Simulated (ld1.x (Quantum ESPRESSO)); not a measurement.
**What the settings do to the TM potential of Cd**

Base potential:

ld1.x (Quantum ESPRESSO) 7.5 input, shortened:

```
&input
   title='Cd', zed=48., rel=1, dft='PZ', iswitch=3,
   config='[Kr] 4d10 5s2 5p0'
 /
 &inputp
   pseudotype=2, tm=.true., lloc=2,
   nlcc=.false.
 /
3
4S  1  0   2.00   0.00  0.85  0.85  0.0
4P  2  1   6.00   0.00  1.05  1.05  0.0
4D  3  2  10.00   0.00  1.70  1.70  0.0
 &test
   configts(1)='4s2 4p6 4d10 5s2 5p0'
 /
```

Occupied shells without a wave of their own: 5s. They enter only through the test configuration that unscreens the potential.

All-electron outer shells of the reference configuration (LDA (PZ), scalar-relativistic, ld1.x):

```tsv
shell	level (eV)	outermost node (bohr)	outermost maximum (bohr)
3p	-600.95	0.14	0.32
3d	-394.01	–	0.27
4s	-105.84	0.43	0.79
4p	-66.99	0.43	0.84
4d	-11.90	0.42	0.98
5s	-5.96	1.07	2.32
5p	-1.33	1.20	3.25
```

Cutoffs, loose and tight: the cutoffs (Ry, on a coarse ladder) from which the occupation-weighted sum of valence levels, in a spherical-Bessel basis at the reference potential, stays within 10 and 1 mRy of its value at 400 Ry. They do not see the model core or the augmentation charge, which bear on the density cutoff. Test errors are all-electron minus pseudo excitation energies from the reference, over the configurations 4s2 4p6 4d10 5s1 5p0; 4s2 4p6 4d10 5s0 5p0; 4s2 4p6 4d9 5s0 5p0; 4s2 4p6 4d10 5s0 5p2; 4s1 4p6 4d10 5s2 5p0; 4s2 4p5 4d10 5s2 5p0; 4s2 4p6 4d10 5s0 5p1 (two spin-polarised tests are not counted in the largest error). A dash means not determined; rows that change the core or the reference have their own tests.

Cutoffs are not given where the Bessel-basis levels miss the radial ones by over 6 mRy, ghosts where they miss by over 20 mRy; a channel whose overlap is not positive is not tested.

```csv
change,outcome,"cutoff, loose","cutoff, tight",bound ghosts,largest test error (meV)
base,generated,180 Ry,300 Ry,none,-63
"all radii scaled by about 0.80 (s 0.68, p 0.84, d 1.36 bohr)","generated, misses its reference levels by 0.17 eV",–,–,none,-832
"all radii scaled by about 1.08 (s 0.92, p 1.14, d 1.84 bohr)",generated,160 Ry,300 Ry,none,+91
"all radii scaled by about 1.18 (s 1.00, p 1.24, d 2.02 bohr)",generated,160 Ry,260 Ry,none,-351
"all radii scaled by about 1.28 (s 1.10, p 1.34, d 2.18 bohr)","generated, misses its reference levels by 0.23 eV",140 Ry,230 Ry,none,-1758
"all radii scaled by about 1.35 (s 1.14, p 1.42, d 2.30 bohr)","generated, misses its reference levels by 0.45 eV",120 Ry,200 Ry,none,-3099
```

**Question.** What comes out with this change to the base: all radii scaled by about 0.89 (s 0.76, p 0.94, d 1.52 bohr)?

**Answer.** outcome: generated; cutoff, loose: 260 Ry; cutoff, tight: over 300 Ry; bound ghosts: none; largest test error (meV): -214.

Reading the sweep of the scale of all radii (base = 1) (base included, trends over the rows without a ghost): The loose cutoff falls from 260 Ry at 0.89 to 120 Ry at 1.35. A larger radius leaves more room for a smooth pseudo-wave, so fewer plane waves are needed; a smaller one forces it to follow the all-electron wave where it bends sharply. The median size of the test errors (rows with all tests solved) is not monotonic: lowest 25.4 meV at 1, highest 1712.4 meV at 1.35.
